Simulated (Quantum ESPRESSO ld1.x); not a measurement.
Results of a calculation; reference values are marked as such.
Coulomb parameter of the 4f shell of the praseodymium ion Pr+ in the model configuration [Xe] 4f1 6s1 6p2, as a second difference U = [E(n + 0.5) + E(n - 0.5) - 2 E(n)] / (0.5)^2 with all orbitals relaxed. "Bare": the charge of the atom changes with n. "Screened": the 6p shell takes up the change at fixed total charge, which measures U(4f,4f) + U(6p,6p) - 2 U(4f,6p). Level of theory: scalar-relativistic Kohn-Sham, PBE, spin-unpolarised, spherical densities, point nucleus (ld1.x of Quantum ESPRESSO 7.5).

case                  configuration  E - E(n) (eV)
start              [Xe] 4f1 6s1 6p2          0.000
bare +0.5        [Xe] 4f1.5 6s1 6p2        -10.842
bare -0.5        [Xe] 4f0.5 6s1 6p2         15.046
screened +0.5  [Xe] 4f1.5 6s1 6p1.5         -7.722
screened -0.5  [Xe] 4f0.5 6s1 6p2.5         10.095

U(bare) = 16.817 eV, U(screened by 6p) = 9.493 eV, against the Slater integral F0(4f,4f) = 26.648 eV with frozen orbitals.
